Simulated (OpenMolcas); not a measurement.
Ni2+: ligand-field states by method

Ni2+ with its 6 nearest oxide ions at 2.082 Å, on the Mg site of MgO (a = 4.2112 Å, distance in the model lattice 2.106 Å). The rest of the host is ab initio model potentials to 7.6 Å, with orthogonalisation functions on the cations behind the ligands, and point charges beyond; the distance is set by hand and nothing relaxes. Ligand basis ANO-RCC-VDZP.

```yaml
Program: OpenMolcas
Basis: ANO-RCC-VDZP [5s4p2d1f]
Scalar_Hamiltonian: DKH2, point nucleus
Active_space: 8 electrons in 5 orbitals (3d)
State_averaging: 2S+1 = 3 even, 10 roots; 2S+1 = 1 even, 15 roots
Spin-orbit_coupling: state interaction with AMFI integrals over the reference wave functions
```

I. CASSCF
II. SS-CASPT2, IPEA 0.25 Eh, imaginary shift 0.1 Eh (closed shells correlated: 3s 3p and the ligand valence shells)

Spin-free states (labels of O, the rotations of Oh) in cm-1, each column counted from its own energy of the first state listed:

```tsv
State	Degeneracy	I	II
3A2	1	0	0
3T2	3	8514	11010
3T1	3	14541	17020
1E	2	18179	13200
1T2	3	25860	23900
1A1	1	29057	24000
3T1	3	29614	28780
1T1	3	32311	31020
1E	2	38122	39670
1T2	3	38761	39910
1A1	1	70377	61000
```

From I to II, I's first state of the same spin (3T2) moves from 8514 to 11010 cm-1, by about +2500 cm-1.

From I to II, I's first state of another spin (1E) moves from 18179 to 13200 cm-1, by about -5000 cm-1.

I: A least-squares ligand-field fit to the states below 45000 cm-1, each weighted by its degeneracy and with a free common offset, gives 10Dq = 8441 cm-1, B = 1236 cm-1 and C = 4515 cm-1 (C/B = 3.65), with an rms deviation of 59 cm-1. 

χT at 300 K: I 1.35, II 1.27 cm3 K/mol.

Roots that are degenerate in the reference are averaged as groups; the widest CASPT2 spread within a group is 97 cm-1 (the 3-fold group of multiplicity 1 near 23900 cm-1 above the lowest state of its run, II). Shifts and gaps below about the spread of the groups concerned are not significant. Over all roots computed the reference weight is 0.69 to 0.71 in II; a low but even weight reflects the number of correlated electrons. Ligand-to-metal charge-transfer states are missing. Without dynamic correlation the repulsion within the d shell is too large (B by tens of per cent), so at a given field states of lower spin stand too high (holds for I). With no ligand orbital active B as a rule stays too high, so bands that hang on it stand too high and its fall with covalency is understated (holds for I). With metal d orbitals alone and no dynamic correlation 10Dq can be off by a tenth to a fifth, either way, in oxide and fluoride hosts (holds for I). A single d shell leaves out the double-shell effect, which counts most for late 3d ions, where the CASPT2 field can be off either way by tens of per cent (holds for II). These CASPT2 states fit no ligand-field parameters well, so their order and spin gaps are uncertain (holds for II). For late 3d ions with one d shell CASPT2 can put B and the spin-flip bands somewhat low as well as high (holds for II). With one d shell and no ligand orbital active, 10Dq can be off by tens of per cent for divalent 3d ions, low with halides held by bare charges and at times high in hosts, and the orbital part of g and χT goes as 1/10Dq (holds for II). Free-ion shares, where given, are those of the reference states; single-state CASPT2 does not remix them (holds for II). No measured value stands beside these numbers; the geometry was set by hand and not optimised.
